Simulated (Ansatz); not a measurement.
Computed with Ansatz on PBE0-D4/def2-TZVP structures; ΔE is electronic, products minus reactants. CBS: MP2 limit from def2 TZ/QZ plus the TZ coupled-cluster correction, frozen cores. def2 core potentials past Kr. For Sn outer-core shells are correlated without core-valence functions, which leaves a few kJ/mol of doubt a bond. One conformer a species, not always the lowest.

`F[CH2][SnH2][Cl]` + `CC(O)(O)F` → `[OH][SnH2][Cl]` + `CC(O)(F)CF`  (formal exchange of groups at the Sn–C bond)

| species | CCSD/def2-TZVPP energy (Eh) |
| --- | --- |
| `F[CH2][SnH2][Cl]` | -813.54173 |
| `CC(O)(O)F` | -329.06508 |
| `[OH][SnH2][Cl]` | -750.34222 |
| `CC(O)(F)CF` | -392.28953 |

**Question.** Work out ΔE.

**Answer.** ΔE = (-750.34222) + (-392.28953) − (-813.54173) − (-329.06508) = -0.02494 Eh = -65.5 kJ/mol. CCSD(T)/CBS gives -70.5 kJ/mol.

Largest T1 diagnostic among the species: 0.013.
